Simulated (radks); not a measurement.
Spin polarisation of the 5s1 shell in Rb. Start: [Kr] 5s(up 0.5, down 0.5); electrons of 5s are moved from spin down to spin up, other shells keep equal spins. All-electron calculation, scalar-relativistic Kohn-Sham, LDA (Slater exchange, Perdew-Wang correlation), spin-polarised, spherical densities, point nucleus. Program: a radial shooting solver on a logarithmic mesh with Libxc functionals.

moment (Bohr magnetons)	E - E(0) (eV)	e(5s up) (eV)	e(5s down) (eV)	4p down minus up (eV)
0	0.000	-2.363	-2.363	0.000
0.25	-0.008	-2.422	-2.295	0.018
0.5	-0.032	-2.472	-2.214	0.036
0.75	-0.073	-2.514	-2.122	0.055
1	-0.130	-2.546	-1.987	0.073

At moment 1 the spin-polarisation energy is -0.130 eV and the 5s exchange splitting 0.560 eV, that is 0.560 eV per Bohr magneton; E = -I m^2/4 would give I = 0.522 eV.
